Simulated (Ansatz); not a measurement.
Geometry optimisation, RKS PBE0-D4/STO-3G in Ansatz.

input.yaml

```yaml
crystal:
  periodic: [false, false, false]
  atoms:
    - { symbol: C, position_ang: [-0.7256, -1.8774, -0.9802] }
    - { symbol: C, position_ang: [-0.3308, -1.2251, 0.1171] }
    - { symbol: Si, position_ang: [1.4072, -0.6722, 0.3348] }
    - { symbol: Si, position_ang: [1.9674, 1.1125, -1.0678] }
    - { symbol: S, position_ang: [-1.4025, -1.0391, 1.4602] }
    - { symbol: Si, position_ang: [-2.143, 1.0064, 1.3608] }
    - { symbol: H, position_ang: [-0.1093, -2.021, -1.8469] }
    - { symbol: H, position_ang: [-1.7614, -2.1664, -1.0834] }
    - { symbol: H, position_ang: [2.3581, -1.79, 0.0758] }
    - { symbol: H, position_ang: [1.6918, -0.2579, 1.7818] }
    - { symbol: H, position_ang: [1.7092, 0.6944, -2.4645] }
    - { symbol: H, position_ang: [3.3106, 1.5887, -0.8677] }
    - { symbol: H, position_ang: [0.92, 2.2643, -0.8104] }
    - { symbol: H, position_ang: [-1.0067, 1.9247, 1.4491] }
    - { symbol: H, position_ang: [-2.8476, 1.1589, 0.0718] }
    - { symbol: H, position_ang: [-3.0603, 1.2766, 2.5138] }
basis:
  gaussian: { orbitals: STO-3G }
hamiltonian:
  xc: pbe0
  dispersion: d4
relax:
  f_tol: 0.02
  max_steps: 50
```

Launched with:

```bash
$ ansatz run input.yaml --threads 1 --pin off --max-ram 2048MiB --backend cpu --events-out ev --progress --plain --runs-dir out
```

Where does it end, and by what steps?

The run converged. Limits of this set-up: minimal basis. After 16 steps the energy has fallen by 0.831 eV; H15 moved furthest, 1.15 Å.

| step | energy less start (eV) | largest force component (eV/Å) | accepted |
| --- | --- | --- | --- |
| 0 | 0.0000 | 3.094 | yes |
| 1 | -0.5403 | 1.394 | yes |
| 2 | -0.6718 | 1.540 | yes |
| 3 | -0.7584 | 0.434 | yes |
| 4 | -0.7638 | 0.472 | yes |
| 5 | -0.7970 | 0.269 | yes |
| 6 | -0.8069 | 0.178 | yes |
| 7 | -0.8134 | 0.303 | yes |
| 8 | -0.8173 | 0.199 | yes |
| 9 | -0.8222 | 0.062 | yes |
| 10 | -0.8234 | 0.198 | yes |
| 11 | -0.8265 | 0.113 | yes |
| 12 | -0.8293 | 0.035 | yes |
| 13 | -0.8304 | 0.049 | yes |
| 14 | -0.8308 | 0.024 | yes |
| 15 | -0.8310 | 0.044 | yes |
| 16 | -0.8312 | 0.017 | yes |

```xyz
16
Properties=species:S:1:pos:R:3
C -0.634 -2.230 -0.944
C -0.483 -1.302 0.011
Si 1.220 -0.554 0.270
Si 1.600 1.249 -1.020
S -1.881 -0.996 1.082
Si -1.779 1.110 1.364
H 0.198 -2.551 -1.579
H -1.588 -2.733 -1.134
H 2.187 -1.579 -0.052
H 1.388 -0.224 1.666
H 1.474 0.915 -2.418
H 2.936 1.749 -0.798
H 0.673 2.316 -0.732
H -0.544 1.524 1.991
H -1.908 1.825 0.114
H -2.883 1.458 2.224
```

Whether the end is a true minimum wasn't checked by a vibrational analysis.

The run took 3 min on 1 thread of Intel(R) Xeon(R) Processor @ 2.50GHz (Skylake/Cascade Lake) (shared host), peak memory 0.17 GiB.
